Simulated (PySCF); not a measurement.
Molecule: CH5In (charge 0, singlet). 
Structure (B3LYP-D3(BJ)/def2-TZVP (Ansatz) minimum search):
SMILES: [CH3][InH2]
```xyz
7

C     -1.8537     0.0738    -0.1101
In     0.3149    -0.0128     0.0174
H     -2.2707    -0.0185     0.8950
H     -2.1749     1.0304    -0.5212
H     -2.2451    -0.7372    -0.7220
H      1.2177     1.4046     0.4597
H      1.1632    -1.4946    -0.3029
```
Charge 0, spin multiplicity 1.

Dispersion corrections to the total energy (kcal/mol) from the dftd3 and dftd4 libraries through PySCF: D3(BJ) without and D4 with the three-body term, each with the damping fitted for the functional named.

```
functional  D3(BJ)     D4
----------  ------  -----
PBE0         -1.83  -1.71
TPSSh            ?  -2.46
BHLYP        -3.29  -2.73
BLYP         -4.65  -4.48
r2SCAN           ?  -0.47
TPSS         -2.64  -2.73
PBE              ?  -2.04
```

Q: Fill in the missing entries.

A: 
- TPSSh, D3(BJ): -2.44
- r2SCAN, D3(BJ): -0.55
- PBE, D3(BJ): -2.05
